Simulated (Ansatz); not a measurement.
`[NH2][InH][Cl]` + H₂ → `[NH2][InH2]` + HCl at 700 K and 1 bar (hydrogenolysis of the In–Cl bond).

Program: Ansatz. Geometries: PBE0-D4/def2-TZVP. ΔE: electronic, gas phase. CCSD(T)/CBS is the MP2 limit (def2-TZVPP, def2-QZVPP) plus CCSD(T) − MP2 in def2-TZVPP, frozen cores. This one scheme is used for every species. Elements past krypton have def2 core potentials. For In outer-core shells are correlated without core-valence functions, which leaves a few kJ/mol of doubt a bond. Each species was taken in one conformer, which may not be the lowest.

```tsv
species	CCSD(T)/CBS energy (Eh)	H − E (kJ/mol)	S (J/(mol·K))
`[NH2][InH][Cl]`	-706.15182	138.8	400.0
H₂	-1.17544	46.8	155.3
`[NH2][InH2]`	-246.90424	144.8	352.6
HCl	-460.38127	38.4	211.8
```

H − E and S are ideal-gas, rigid-rotor, harmonic terms from PBE0-D4/def2-TZVP, for one conformer and one mirror image of each species. The MP2-based limit puts H₂ 0.8 mEh under its directly extrapolated value; such offsets cancel only in part. 1 Eh = 2625.50 kJ/mol, R = 8.31446 J/(mol·K).

By hand: ΔE, ΔH, ΔS and ΔG.

ΔE = (-246.90424) + (-460.38127) − (-706.15182) − (-1.17544) = 0.04175 Eh = 109.6 kJ/mol. Δ(H − E) = 144.8 + 38.4 − 138.8 − 46.8 = -2.4, so ΔH = 107.2 kJ/mol. ΔS = 352.6 + 211.8 − 400.0 − 155.3 = 9.1 J/(mol·K). ΔG = 107.2 − 700 × (9.1)/1000 = 100.8 kJ/mol.

By hand: the equilibrium constant, and the temperature at which ΔG would vanish if ΔH and ΔS stayed fixed.

log₁₀ K = −ΔG/(RT ln 10) = -7.5. ΔG = 0 at ΔH/ΔS = 11780 K, far beyond where these terms or the molecules hold.

The number of gas molecules stays the same, so ΔS is small and ΔH decides. A doubt of 5 kJ/mol in ΔE shifts log₁₀ K by 0.4 here. Other conformers and mirror images would add mixing entropy, several J/(mol·K) or more a flexible species. These are equilibria of isolated gas molecules and say nothing of rates. Largest T1 diagnostic: 0.016 (customary marks: 0.02 for closed shells, 0.045 for open ones).
